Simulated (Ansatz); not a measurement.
Results of the Gaussian-basis code of Ansatz.

C₆H₅F₃Ti, SMILES `[F][Ti]([F])([F])[c]1ccccc1` at its PBE0-D4/def2-TZVP geometry, where that method's forces vanish. Charge 0, multiplicity 1.

```tsv
atom	x (Å)	y (Å)	z (Å)
F1	3.494	-0.315	0.111
Ti2	2.255	-0.609	-1.093
F3	2.409	0.394	-2.522
F4	2.147	-2.307	-1.507
C5	0.493	-0.099	-0.229
C6	-0.578	0.333	-1.015
C7	-1.799	0.633	-0.430
C8	-1.958	0.507	0.943
C9	-0.900	0.082	1.734
C10	0.322	-0.219	1.152
H11	-0.464	0.443	-2.089
H12	-2.626	0.969	-1.045
H13	-2.912	0.743	1.399
H14	-1.027	-0.011	2.807
H15	1.144	-0.543	1.783
```

Q: For each bond, give half the difference of the two atoms' forces along it (eV/Å; positive pushes the atoms apart) under PBE-D4, r2SCAN-D4, B3LYP-D4, ωB97M-V in def2-TZVPP. (An estimate is asked.)

A: The calculation gave: 
```tsv
bond	length (Å)	PBE-D4	r2SCAN-D4	B3LYP-D4	ωB97M-V
F1–Ti2	1.752	0.30	0.14	0.21	0.08
Ti2–F3	1.752	0.31	0.14	0.22	0.08
Ti2–F4	1.751	0.36	0.18	0.25	0.06
C5–C6	1.397	0.11	0.07	0.06	0.01
C5–C10	1.397	0.11	0.07	0.06	0.01
C6–C7	1.386	0.11	0.08	0.10	0.07
C6–H11	1.086	0.01	-0.08	-0.15	-0.08
C7–C8	1.388	0.12	0.09	0.11	0.04
C7–H12	1.084	0.01	-0.09	-0.14	-0.10
C8–C9	1.388	0.12	0.09	0.11	0.04
C8–H13	1.084	0.00	-0.09	-0.15	-0.09
C9–C10	1.386	0.11	0.08	0.10	0.07
C9–H14	1.084	0.01	-0.09	-0.14	-0.10
C10–H15	1.086	0.01	-0.08	-0.15	-0.08
```

B3LYP here is the variant with VWN-RPA as its local correlation; programs differ in this.
